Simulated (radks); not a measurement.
Question: The mean radii <r> (bohr) of the occupied orbitals of an atom or ion are listed with their occupations. Method: non-relativistic Kohn-Sham, PBEsol, spin-unpolarised, spherical densities, point nucleus; computed with a radial shooting solver on a logarithmic mesh with Libxc functionals.

| orbital | occ. | <r> |
|---|---|---|
| 1s | 2 | 0.05293 |
| 2s | 2 | 0.2388 |
| 2p | 6 | 0.2078 |
| 3s | 1 | 0.7197 |
| 3p | 6 | 0.7480 |
| 3d | 10 | 0.9080 |
| 4d | 1 | 5.480 |

Name the element and its charge.

Answer: Z = 29, copper, charge +1: Cu+ in [Ne] 3s1 3p6 3d10 4d1. The 1s radius gives Z: for a bare nucleus <r> = 1.5/Z, 0.05172 bohr for Z = 29, and screening makes it slightly larger (0.05293 here). The occupations add up to 28, and the charge is Z minus that.
